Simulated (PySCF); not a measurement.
# Assignment exercise: C₄H₇ClO₂Si

Atoms are numbered as in `[CH3:1][O:2][C@@H:3]1[CH:4]=[C:5]([Cl:6])[SiH2:7][O:8]1`. Each H is labelled by its parent atom. Ha(Si7) is cis to O2 on the ring; Hb(Si7) is trans to O2 on the ring.

Fast rotation and ring inversion assumed for equivalent nuclei, non-relativistic, one computed conformer, isolated molecule. Shielding tensors at PBE0/pcSseg-1 (GIAO); geometry: GFN2-xTB; PySCF 2.14.

Shifts are taken against calculated references (same method and geometry level): $^{13}$C (σ = 186.93 ppm), $^{1}$H (σ = 31.72 ppm) against TMS.

Q: Assign these signals to the numbered atoms. $^{13}$C{$^{1}$H} NMR (computed): δ 152.9 (CH), 148.4 (C), 109.8 (CH), 57.7 (CH3).

A: 
| δ (ppm) | atoms | environment | reason |
| --- | --- | --- | --- |
| 152.9 | C4 | alkene CH | the olefinic region |
| 148.4 | C5 | fully substituted alkene carbon | as expected for a trigonal carbon in a double bond |
| 109.8 | C3 | sp3 carbon bearing two oxygens | 2 electronegative neighbours deshield it |
| 57.7 | C1 | methyl carbon bonded to O | deshielded by the electronegative neighbour |

Q: Assign these signals to the numbered atoms. $^{1}$H NMR (400 MHz, computed): δ 6.81 (d, 1H), 5.78 (m, 1H), 5.30 (m, 1H), 5.14 (m, 1H), 3.71 (s, 3H).

A: 
6.81 → H(C4), hydrogen on an alkene CH: a vinylic proton, deshielded by the sp2 carbon and the C=C anisotropy
5.78 → H(C3), hydrogen on an sp3 carbon bearing two oxygens: its carbon carries O, which withdraws density
5.30 → Ha(Si7), hydrogen on a silicon bonded to C, O, in a 5-membered ring
5.14 → Hb(Si7), hydrogen on a silicon bonded to C, O, in a 5-membered ring
3.71 → H(C1), hydrogen on a methyl carbon bonded to O: its carbon carries O, hence the downfield position

Carbons that carry Cl, above all several Cl atoms, come out too deshielded, partly because spin–orbit coupling is missing. Shifts are as computed. Against solution values, carbons near 30 ppm lie about +3 ppm off and those near 130 ppm about +5 ppm; carbons on Cl a further +6 ppm. Of 1309 compounds with measured shifts, 239 miss one by over three times the rms of a fit or turn the order of signals round; such compounds aren't used in these exercises. Multiplicities follow the n + 1 count of equivalent neighbours, as no J values were calculated; m marks all less simple cases, F and P coupling included.
